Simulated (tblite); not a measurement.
C6H13NSi.
Numbering: `[CH2:1]=[CH:2][CH2:3][C@H:4]([CH3:5])[SiH2:6][N:7]=[CH2:8]` (hydrogens: H9, H10 on C1; H11 on C2; H12, H13 on C3; H14 on C4; H15, H16, H17 on C5; H18, H19 on Si6; H20, H21 on C8)

Structure optimised with GFN2-xTB, isolated species.

Some entries are withheld. Bonds in one row agree within 0.01 Å.

```json
{"coordinate": "C1=C2", "value": "1.320 Å"}
{"coordinate": "C2–C3", "value": "?"}
{"coordinate": "C3–C4", "value": "1.535 Å"}
{"coordinate": "C4–C5", "value": "1.525 Å"}
{"coordinate": "C4–Si6", "value": "?"}
{"coordinate": "Si6–N7", "value": "1.721 Å"}
{"coordinate": "N7=C8", "value": "?"}
{"coordinate": "C1–H9", "value": "1.077 Å"}
{"coordinate": "C1–H10", "value": "1.078 Å"}
{"coordinate": "C2–H11", "value": "1.083 Å"}
{"coordinate": "C3–H12", "value": "1.093 Å"}
{"coordinate": "C3–H13", "value": "1.096 Å"}
{"coordinate": "C4–H14", "value": "1.095 Å"}
{"coordinate": "C5–H15, C5–H16, C5–H17", "value": "1.089 Å"}
{"coordinate": "Si6–H18", "value": "1.463 Å"}
{"coordinate": "Si6–H19", "value": "1.471 Å"}
{"coordinate": "C8–H20", "value": "1.093 Å"}
{"coordinate": "C8–H21", "value": "1.088 Å"}
{"coordinate": "C1–C2–C3", "value": "124.6°"}
{"coordinate": "C2–C3–C4", "value": "111.8°"}
{"coordinate": "C3–C4–C5", "value": "?"}
{"coordinate": "C3–C4–Si6", "value": "?"}
{"coordinate": "C5–C4–Si6", "value": "?"}
{"coordinate": "C4–Si6–N7", "value": "105.1°"}
{"coordinate": "Si6–N7–C8", "value": "134.8°"}
```

Task: Fill in the missing values.

Result: 
- C2–C3 = 1.493 Å, drawn single (alkene CH carbon to allylic carbon); equal to the sum of covalent radii, 1.49 Å.
- C4–Si6 = 1.910 Å, drawn single (sp3 carbon bound to silicon to SiH2 silicon); 0.04 Å above the sum of covalent radii, 1.87 Å.
- N7=C8 = 1.246 Å, drawn double (C=N nitrogen to C=N carbon); 0.19 Å below the sum of covalent radii, 1.44 Å.
- C3–C4–C5 = 109.8°, at the sp3 carbon bound to silicon; the outer atoms are 2.503 Å apart.
- C3–C4–Si6 = 112.0°, at the sp3 carbon bound to silicon; the outer atoms are 2.863 Å apart.
- C5–C4–Si6 = 110.7°, at the sp3 carbon bound to silicon; the outer atoms are 2.834 Å apart.

Radii are Cordero's, carbon taken as 0.76, 0.73 or 0.69 Å for four, three, and two or fewer neighbours.

Its GFN2-xTB frequencies are all real (lowest 42 cm⁻¹). One conformer, not necessarily the lowest (C1–C2–C3–C4 -120°, C2–C3–C4–C5 -177°, C3–C4–Si6–N7 -85°, C4–Si6–N7–C8 118°). 3 starts were optimised and ended at 0.00, 0.68 and 2.46 kcal/mol (GFN2-xTB); the lowest of these is shown.

On one thread of an Arm Neoverse V2, shared host with 48 logical CPUs at a one-minute load of 33, this took 1.3 s wall. These figures are those of the optimisation.

All values are computed, not measured.
